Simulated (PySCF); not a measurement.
PySCF 2.14 output of an unrestricted TPSS calculation on a single atom or ion in cc-pVDZ-PP with ECP28MDF (4s4p3d1f, 38 functions), with scalar relativity through the core potential:

```
SCF conv_tol = 1e-09
number electrons alpha = 10  beta = 6
    J. Tao, J. P. Perdew, V. N. Staroverov, and G. E. Scuseria.,  Phys. Rev. Lett. 91, 146401 (2003)
    J. P. Perdew, J. Tao, V. N. Staroverov, and G. E. Scuseria.,  J. Chem. Phys. 120, 6898 (2004)
    J. Tao, J. P. Perdew, V. N. Staroverov, and G. E. Scuseria.,  Phys. Rev. Lett. 91, 146401 (2003)
    J. P. Perdew, J. Tao, V. N. Staroverov, and G. E. Scuseria.,  J. Chem. Phys. 120, 6898 (2004)
cycle= 1 E= -94.4602998466882  delta_E= -0.00675  |g|= 0.0817  |ddm|= 0.29
cycle= 2 E= -94.4560755048684  delta_E= 0.00422  |g|= 0.132  |ddm|= 0.226
cycle= 3 E= -94.4631590702081  delta_E= -0.00708  |g|= 0.00239  |ddm|= 0.138
cycle= 4 E= -94.4631622030467  delta_E= -3.13e-06  |g|= 0.000453  |ddm|= 0.00304
cycle= 5 E= -94.4631623054564  delta_E= -1.02e-07  |g|= 2.65e-05  |ddm|= 0.000528
cycle= 6 E= -94.4631623057596  delta_E= -3.03e-10  |g|= 1.8e-07  |ddm|= 3.05e-05
converged SCF energy = -94.4631623057596  <S^2> = 6.0008472  2S+1 = 5.0003389
```

The run itself started from symmetry-adapted Hartree-Fock orbitals and held the occupation by maximum overlap, on a logarithmic radial grid, so the iterations belong to that start.

**Question.** Which element, charge and spin multiplicity is this?

**Answer.** Ru (ruthenium, neutral), multiplicity 5; the state was [Kr] 4d7 5s1, high-spin 5F determinant.

Energies and moments cover only the electrons outside the core potential.
